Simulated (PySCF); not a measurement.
# MgTl⁺: one state, many levels of theory

State: ¹Σ⁺ (singlet), closed shell. Set-up: PySCF, scalar-relativistic core potentials, basis sets Mg def2-SVP, Tl def2-SVP with ECP60. De refers to Mg + Tl⁺ in their ground configurations, without counterpoise correction. A positive dipole points towards Tl; it is taken about the centre of mass and depends on that origin.

```json
{"Level": "RHF-MP2", "Re (Å)": "3.396", "ωe (cm⁻¹)": "116", "De (eV)": "n/a", "μ (D)": "n/a"}
{"Level": "RHF-SCS-MP2", "Re (Å)": "3.448", "ωe (cm⁻¹)": "110", "De (eV)": "n/a", "μ (D)": "n/a"}
{"Level": "RHF-CCSD", "Re (Å)": "3.428", "ωe (cm⁻¹)": "111", "De (eV)": "n/a", "μ (D)": "n/a"}
{"Level": "RHF-CCSD(T)", "Re (Å)": "3.407", "ωe (cm⁻¹)": "114", "De (eV)": "n/a", "μ (D)": "n/a"}
{"Level": "PBE", "Re (Å)": "3.352", "ωe (cm⁻¹)": "120", "De (eV)": "n/a", "μ (D)": "-5.21"}
{"Level": "r²SCAN", "Re (Å)": "3.326", "ωe (cm⁻¹)": "124", "De (eV)": "n/a", "μ (D)": "-5.46"}
{"Level": "PBE0", "Re (Å)": "3.348", "ωe (cm⁻¹)": "122", "De (eV)": "n/a", "μ (D)": "-5.20"}
{"Level": "M06", "Re (Å)": "3.325", "ωe (cm⁻¹)": "129", "De (eV)": "n/a", "μ (D)": "-4.95"}
{"Level": "M06-2X", "Re (Å)": "3.432", "ωe (cm⁻¹)": "110", "De (eV)": "n/a", "μ (D)": "-4.15"}
{"Level": "B2PLYP", "Re (Å)": "3.380", "ωe (cm⁻¹)": "117", "De (eV)": "n/a", "μ (D)": "-4.95"}
```

The bond length runs from 3.325 Å (M06) to 3.448 Å (RHF-SCS-MP2).

Correlated steps freeze 5 core orbitals. Closed-shell solutions of metal pairs were not tested for spin polarisation, which can lower them a little. Spin–orbit coupling is left out. B2PLYP dipoles, levels and charges come from its SCF part alone.
